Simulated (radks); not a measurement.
Problem. These are the eigenvalues of the occupied orbitals of an atom or ion with whole-number occupations (eV). Calculated with a radial shooting solver on a logarithmic mesh with Libxc functionals: scalar-relativistic Kohn-Sham, r2SCAN, spin-polarised, spherical densities, finite nucleus; meta-GGA in the generalised Kohn-Sham scheme; Fermi nuclear charge, rms radius of each element as measured or else 0.836 A^(1/3) + 0.57 fm.

orbital  eigenvalue
1s        -66025.80
2s        -14869.25
2p        -13672.04
3s        -6081.335

Which element is it, and in what charge state? The configuration may be excited. Open shells, if any, are filled with parallel spins first.

Solution. Z = 70, ytterbium, charge +58: Yb58+ in [Ne] 3s2. The list shows which subshells hold electrons but not how many an open one holds; the 1s level, -2426.4 hartree, gives Z - s = 69.7 by -(Z - s)^2/2, which with screening and relativity narrows Z to a few neighbours, and the depths of the outer levels then fix element, charge and occupations together.
